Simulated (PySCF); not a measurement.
# Structure revision by computed shifts

A compound C$_{6}$H$_{11}$FOSi gives the data below (simulated from a calculation) and was assigned the structure `C[C@@H]1CC[C@@]1([SiH3])C(=O)F`.

¹³C{¹H} NMR (computed): δ 79.2 (CH2), 62.7 (CH2), 23.3 (CH2), 19.3 (C), 17.4 (CH3), 15.9 (CH).

¹H NMR (400 MHz, computed): δ 5.09 (m, 1H), 4.02 (m, 1H), 3.99 (m, 1H), 3.54 (m, 1H), 3.50 (m, 1H), 1.32 (m, 1H), 1.15 (d, 3H), 1.06 (m, 1H), 0.30 (m, 1H).

Fast rotation and ring inversion assumed for equivalent nuclei, no solvent model, single conformer, relativity neglected. σ from GIAO-PBE0/pcSseg-1; geometry: GFN2-xTB; PySCF.

Referencing at the same level of theory: ¹H (σ = 31.72 ppm), ¹³C (σ = 186.93 ppm) against TMS.

Task: Compare with the shifts computed for the proposed structure, pairing carbons in order of shift.

Result: Atom-mapped SMILES (the numbers label the heavy atoms): `[CH3:1][C@@H:2]1[CH2:3][CH2:4][C@@:5]1([SiH3:6])[C:7](=[O:8])[F:9]`. Each H is labelled by its parent atom.

| atom | computed for proposal | given list | difference |
| --- | --- | --- | --- |
| C7 | 177.4 | 79.2 | +98.2 |
| C2 | 37.8 | 62.7 | -24.9 |
| C5 | 36.5 | 23.3 | +13.2 |
| C4 | 27.4 | 19.3 | +8.1 |
| C3 | 25.1 | 17.4 | +7.7 |
| C1 | 21.4 | 15.9 | +5.5 |

The rms difference is 42.0 ppm and the largest +98.2 ppm at C7 (carbonyl carbon). The carbon types in order of shift don't match either: C, CH, C, CH2, CH2, CH3 for the proposal against CH2, CH2, CH2, C, CH3, CH in the data. The proposal doesn't fit.

Task: Which isomer fits?

Result: `C1[C@@]2([C@H](C)C2)[Si@@H](F)CO1`.

- Carbon types of the structure: 1 × C, 1 × CH, 3 × CH2, 1 × CH3, leaving 1 H on heteroatoms.
- δC 79.2: sp3 CH2 bonded to O; deshielded by the electronegative neighbour.
- δC 62.7: sp3 CH2 bonded to O and Si; deshielded by the electronegative neighbour.
- δC 17.4: methyl carbon; saturated and bonded to C and H only.
- δH 3.99, 3.54: hydrogen on an sp3 CH2 bonded to O; its carbon carries O, which withdraws density.

Other isomers checked: C/C=C1\[SiH2][C@@H](OC)[C@H]1F (rms 62.7 ppm).

This is the structure that produced the data.

Splittings by ¹⁹F in the carbon and heteronuclear signals aren't shown, as no couplings were computed. Shifts are as computed. Against solution values, carbons near 30 ppm lie about +3 ppm off and those near 130 ppm about +5 ppm. Of 1309 compounds with measured shifts, 239 miss one by over three times the rms of a fit or turn the order of signals round; such compounds aren't used in these exercises. No couplings were computed; multiplicities are counted from neighbouring protons, with m where these are inequivalent, close in shift, in a saturated or five-membered ring or joined by F or P, and br s for small geminal =CH2 splittings.
